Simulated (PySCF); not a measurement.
**CH4Al2O6**

The system: CH4Al2O6, a carbene (divalent C1, bonded to 2 O); neutral, triplet. The structure, one conformer, was relaxed in the gas phase by PBE0-D3(BJ)/def2-SVP. No frequency run checks that it is a minimum.

This triplet is an excited state: in a carbene with lone-pair donors on the centre (O, O) the singlet is known to lie well below it (the gap isn't computed here), so the molecule in its ground state shows no EPR spectrum.

SMILES: [OH][Al]([OH])[O][C][O][Al]([OH])[OH]

Coordinates in Å:
```
C1      0.259   -2.244   -0.657
O2      1.279   -1.591   -0.923
Al3     1.387    0.271   -0.583
O4      1.819    0.624    1.028
O5      2.006    0.937   -2.016
O6     -0.828   -1.910   -0.158
Al7    -1.215   -0.100    0.266
O8     -2.670    0.240   -0.552
O9     -0.859    0.193    1.924
H10     1.116    0.591    1.696
H11     2.250    1.859   -2.108
H12    -3.090    1.101   -0.572
H13    -1.443    0.012    2.663
```

EPR values by unrestricted B3LYP, IGLO-III on Al C O, pcH-1 on H.

Problem. Predict g and the largest hyperfine couplings. Where does the spin sit?

Solution. g = 1.9996, 2.0018, 2.0023. The zero-field splitting dominates the spectrum: D = -0.089 cm⁻¹, |E| = 0.0053 cm⁻¹ (spin-spin and spin-orbit parts, DFT, rough). The spin sits on C1 (39 %, bonded to 2 O) by Mulliken populations.
```csv
atom,isotope,isotropic (MHz),"dipolar, principal values (MHz)"
C1,13C,345.8,"-30.5, -25.2, 55.6"
Al7,27Al,253.7,"-18.8, -11.0, 29.8"
Al3,27Al,131.6,"-15.6, -7.7, 23.3"
O6,17O,-77.5,"-26.9, 10.9, 16.1"
O2,17O,-75.9,"-26.4, 10.7, 15.7"
O9,17O,-24.7,"-2.4, 0.6, 1.8"
```

Problem. How do the isotropic couplings move with BHandHLYP?

Solution. C1 345.8 to 361.3 MHz, Al7 253.7 to 255.5 MHz, Al3 131.6 to 134.9 MHz, O6 -77.5 to -78.2 MHz.

The geometry optimisation stopped short of its threshold.
